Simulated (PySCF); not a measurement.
Gas-phase reaction: 2 GeH2Cl2 + 3 H2 ⇌ 2 GeH3 + 4 HCl

Computed with PySCF (xtb for GFN2) and rigid-rotor harmonic-oscillator thermochemistry at 1 bar. † marks an energy on the PBE0/def2-TZVP geometry and frequencies; other levels use their own. MP2 freezes the core. 6-31G* has spherical d functions here. Open shells (unrestricted): GeH3 (multiplicity 2); the rest are closed-shell singlets. GFN2 has no spin-polarisation term. B3LYP is the form with VWN-RPA correlation. Ge: all electrons, no relativistic terms. GeH3: computed as isolated molecules; such fragments, hydroxides, amides, oligomers or adducts are transient or little studied in the gas. MP2 isn't extrapolated to the basis-set limit; its ΔH°(298 K) is 475.4 kJ in def2-SVP and 521.6 kJ in def2-TZVPP. The harmonic model lacks anharmonicity and excited electronic states, which grow with temperature; levels with a mode under 35 cm⁻¹ are left out.

```json
[
 {"level": "B3LYP/6-31G*", "ΔE electronic, kJ": "516", "ΔH°(298 K), kJ": "514", "ΔS°(298 K), J/K": "212", "ΔG°(800 K), kJ": "353"},
 {"level": "GFN2-xTB", "ΔE electronic, kJ": "632", "ΔH°(298 K), kJ": "629", "ΔS°(298 K), J/K": "204", "ΔG°(800 K), kJ": "475"},
 {"level": "HF/def2-TZVP†", "ΔE electronic, kJ": "420", "ΔH°(298 K), kJ": "421", "ΔS°(298 K), J/K": "214", "ΔG°(800 K), kJ": "257"},
 {"level": "MP2/def2-TZVPP†", "ΔE electronic, kJ": "521", "ΔH°(298 K), kJ": "522", "ΔS°(298 K), J/K": "214", "ΔG°(800 K), kJ": "359"},
 {"level": "r2SCAN/def2-TZVP†", "ΔE electronic, kJ": "507", "ΔH°(298 K), kJ": "508", "ΔS°(298 K), J/K": "214", "ΔG°(800 K), kJ": "344"}
]
```
ΔH° is lowest at HF/def2-TZVP† and highest at GFN2-xTB. No reference value is set beside these.
